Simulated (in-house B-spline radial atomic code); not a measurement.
Values are calculated unless marked as measured or tabulated.
Correlation energy from the adiabatic connection: ω²r²/2 − Z/r, ω = 0.0186, Z = 0.3

Two electrons in a singlet, external potential ω²r²/2 − Z/r, ω = 0.0186, Z = 0.3 (atomic units). Full CI in B-splines (partial waves to l = 8, correlation up to 0.6 % small) with the density held fixed gives W(λ) = <V_ee>_λ − U, and E_c is the integral of W(λ) − W(0) from 0 to 1.

```json
{"λ": "0", "W(λ) − W(0) (hartree)": "0.00000"}
{"λ": "0.02", "W(λ) − W(0) (hartree)": "-0.00192"}
{"λ": "0.05", "W(λ) − W(0) (hartree)": "-0.00452"}
{"λ": "0.12", "W(λ) − W(0) (hartree)": "-0.00951"}
{"λ": "0.25", "W(λ) − W(0) (hartree)": "-0.01607"}
{"λ": "0.4", "W(λ) − W(0) (hartree)": "-0.02105"}
{"λ": "0.6", "W(λ) − W(0) (hartree)": "-0.02539"}
{"λ": "0.8", "W(λ) − W(0) (hartree)": "-0.02831"}
{"λ": "1", "W(λ) − W(0) (hartree)": "-0.03042"}
```

Q: Integrate the table by the trapezoid rule.

A: The strips give -0.00002, -0.00010, -0.00049, -0.00166, -0.00278, -0.00464, -0.00537, -0.00587, which sum to -0.02094 hartree. The direct value, W(1) − W(0) + T_c with T_c = 0.00936, is -0.02107; the curve is convex, so chords lie above it and the trapezoids fall short in size by 0.59 %.

Q: Now use only three numbers: W(0) = -0.11149, the initial slope W'(0) = -0.09985 (extrapolated from the first points) and the strong-coupling limit of the point-charge-plus-continuum model, W∞ = -0.15518. What do second-order theory and the interpolation W(λ) = W∞ + (W(0) − W∞)/√(1 + 2χλ) of Seidl, Perdew and Levy give?

A: Second order keeps the slope alone: E_c = W'(0)/2 = -0.04992, +137 % in size against -0.02107. Matching the slope fixes χ = W'(0)/(W∞ − W(0)) = -0.09985/(-0.04369) = 2.28542. Integrating, with s = √(1 + 2χ) = 2.360263, E_c = −(W(0) − W∞)(s − 1)/(s + 1) = −0.04369 × 1.360263/3.360263 = -0.01769 hartree, -16.0 % in size against the full result. At λ = 1 the formula gives W − W(0) = -0.02518 against -0.03042. Part of the miss can come from the model's W∞.
